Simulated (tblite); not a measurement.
C4H8BNO.
Numbering: `[CH2:1]=[C:2]1[CH2:3][O:4][B:5]([NH2:6])[CH2:7]1` (hydrogens: H8, H9 on C1; H10, H11 on C3; H12, H13 on N6; H14, H15 on C7)

Computed with GFN2-xTB (tblite), gas phase: L-BFGS steps from a force-field or distance-geometry start until the largest atomic force falls under 0.01 eV/Å.

Step 11: E = -568.0469 eV
```
atom  x, y, z in Å  |  force x, y, z in eV/Å
C1     -2.3121    0.4237   -0.3395    0.040   0.094  -0.022
C2     -1.0827   -0.0271   -0.1307    0.604  -0.054   0.071
C3     -0.2683   -0.8816   -1.1202   -0.019   0.243   0.201
O4      1.0303   -1.0788   -0.5670   -0.150  -0.251  -0.339
B5      1.2891   -0.2428    0.4744   -0.611   0.591  -0.423
N6      2.6014    0.2692    0.7507   -0.235   0.391   0.047
C7     -0.1471    0.3073    1.0335   -0.161  -0.070  -0.149
H8     -2.8831    0.2310   -1.2416    0.255  -0.226   0.170
H9     -2.8341    1.0591    0.3668    0.283  -0.131  -0.009
H10    -0.7086   -1.8635   -1.4076    0.139   0.615   0.304
H11    -0.1074   -0.2629   -2.0323   -0.202  -0.445   0.178
H12     3.4326   -0.2110    0.4443   -0.172  -0.155  -0.175
H13     2.6577    1.2463    0.4713    0.120  -0.308   0.576
H14    -0.2452    1.3490    1.3769    0.080  -0.357  -0.315
H15    -0.4270   -0.3099    1.8990    0.029   0.062  -0.115
```

Step 12: E = -568.1399 eV
```
atom  x, y, z in Å  |  force x, y, z in eV/Å
C1     -2.3123    0.4169   -0.3412   -0.164   0.233  -0.050
C2     -1.0777   -0.0177   -0.1314    0.483  -0.244  -0.063
C3     -0.2700   -0.8794   -1.1165   -0.272   0.134  -0.003
O4      1.0251   -1.0636   -0.5691   -0.006  -0.195  -0.505
B5      1.2871   -0.2090    0.4623   -0.320   0.468  -0.621
N6      2.6046    0.2573    0.7379   -0.046   0.587   0.104
C7     -0.1317    0.3179    1.0215   -0.549   0.067  -0.192
H8     -2.9056    0.2181   -1.2328    0.446  -0.270   0.207
H9     -2.8441    1.0683    0.3449    0.355  -0.156   0.080
H10    -0.7015   -1.8761   -1.3746    0.098   0.650   0.304
H11    -0.1734   -0.2815   -2.0626    0.057  -0.534   0.453
H12     3.4264   -0.2286    0.4176   -0.184  -0.150  -0.192
H13     2.7308    1.2594    0.6002   -0.035  -0.506   0.560
H14    -0.2793    1.3529    1.3479    0.184  -0.229  -0.065
H15    -0.3827   -0.3271    1.8737   -0.047   0.144  -0.016
```

Step 13: E = -568.2349 eV
```
atom  x, y, z in Å  |  force x, y, z in eV/Å
C1     -2.3061    0.4130   -0.3425   -0.236   0.257  -0.056
C2     -1.0675   -0.0100   -0.1322    0.113  -0.323  -0.196
C3     -0.2729   -0.8723   -1.1097   -0.367  -0.040  -0.223
O4      1.0202   -1.0548   -0.5749    0.169   0.012  -0.522
B5      1.2775   -0.1672    0.4368    0.179   0.174  -0.612
N6      2.5994    0.2585    0.7254    0.051   0.363   0.077
C7     -0.1238    0.3240    1.0089   -0.706   0.153  -0.175
H8     -2.9133    0.2008   -1.2216    0.522  -0.283   0.154
H9     -2.8420    1.0713    0.3297    0.341  -0.104   0.195
H10    -0.6950   -1.8699   -1.3418   -0.066   0.390   0.261
H11    -0.2263   -0.3074   -2.0800    0.266  -0.423   0.505
H12     3.4101   -0.2422    0.3934   -0.260  -0.073  -0.170
H13     2.7875    1.2542    0.7151   -0.111  -0.362   0.488
H14    -0.3019    1.3471    1.3190    0.192   0.102   0.205
H15    -0.3503   -0.3372    1.8524   -0.087   0.158   0.070
```

Q: Estimate the geometry and energy of step 14. (The exact step hangs on the optimiser's Hessian estimate; all steps are aligned on step 13, rigid shifts and turns removed.)

A: E = -568.3044 eV, largest force 1.609 eV/Å
```
atom  x, y, z in Å  |  force x, y, z in eV/Å
C1     -2.3111    0.4133   -0.3471   -0.155   0.184  -0.022
C2     -1.0711   -0.0090   -0.1365   -0.221  -0.239  -0.217
C3     -0.2895   -0.8719   -1.1026   -0.149  -0.219  -0.323
O4      1.0189   -1.0318   -0.5973    0.204   0.277  -0.515
B5      1.2772   -0.1064    0.3840    0.522  -0.107  -0.300
N6      2.6100    0.2484    0.7163    0.179   1.334   0.119
C7     -0.1258    0.3390    0.9835   -0.527   0.142   0.014
H8     -2.9267    0.1797   -1.2104    0.488  -0.296   0.027
H9     -2.8460    1.0798    0.3115    0.309  -0.027   0.301
H10    -0.6846   -1.8743   -1.3009   -0.274   0.029   0.230
H11    -0.2850   -0.3505   -2.0871    0.355  -0.194   0.303
H12     3.4078   -0.2620    0.3567   -0.386   0.119  -0.086
H13     2.8631    1.2497    0.8791   -0.433  -1.543   0.147
H14    -0.3353    1.3464    1.3020    0.171   0.323   0.332
H15    -0.3061   -0.3426    1.8268   -0.082   0.218  -0.009
```

The energy changes by -0.0695 eV. The first-order estimate −F·Δx gives -0.1323 eV and the mean of the old and new forces, exact on a quadratic surface, -0.0603 eV. The step makes an angle of 73° with the force vector and moves no atom by more than 0.181 Å.

What follows is the cost of the whole relaxation. On Intel Xeon at 2.50 GHz, one thread, on a shared host, this took 1.1 s of wall time.
